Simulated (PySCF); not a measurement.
# TiF(OH) + Cl₂ → TiOCl₂ + HF

Level: PBE0 in the def2-TZVP basis family, all electrons, no relativity, computed in PySCF with density fitting; open shells unrestricted.

```json
{"species": "TiF(OH)", "state and structure": "triplet, Cs, O–H 0.953 Å, Ti–F 1.808 Å, Ti–O 1.800 Å; F–Ti–O 150.3°, H–O–Ti 161.3°", "E (Eh)": "-1024.91853", "ZPE (kJ/mol)": "38.0", "H(298 K) − H(0) (kJ/mol)": "14.0", "S° (J/(mol K))": "292.9"}
{"species": "Cl₂", "state and structure": "singlet, D∞h, Cl–Cl 1.982 Å", "E (Eh)": "-920.08940", "ZPE (kJ/mol)": "3.5", "H(298 K) − H(0) (kJ/mol)": "9.1", "S° (J/(mol K))": "222.5"}
{"species": "TiOCl₂", "state and structure": "singlet, C2v, Ti–Cl 2.220 Å (×2), Ti–O 1.581 Å; Cl–Ti–Cl 128.7°, Cl–Ti–O 115.7° (×2)", "E (Eh)": "-1844.74465", "ZPE (kJ/mol)": "14.6", "H(298 K) − H(0) (kJ/mol)": "16.7", "S° (J/(mol K))": "326.0"}
{"species": "HF", "state and structure": "singlet, C∞v, H–F 0.920 Å", "E (Eh)": "-100.39188", "ZPE (kJ/mol)": "24.9", "H(298 K) − H(0) (kJ/mol)": "8.7", "S° (J/(mol K))": "173.6"}
```

Task: What is the electronic reaction energy?

Result: At PBE0/def2-TZVP, ΔE = -337.6 kJ/mol from the differences of the total energies times 2625.5, downhill. 

Task: Add zero-point, thermal and entropy terms for 298.15 K and 1 bar.

Result: ΔZPE = -2.0 and Δ[H(298) − H(0)] = 2.3 kJ/mol give ΔH° = -337.3 kJ/mol. ΔS° = -15.8 J/(mol K), so ΔG° = -337.3 − 298.15 × (-0.0158) = -333 kJ/mol.

Open d or f shells are single determinants, so the state found may not be the ground state. The structures come from searches over a few start shapes, so lower isomers are not excluded.
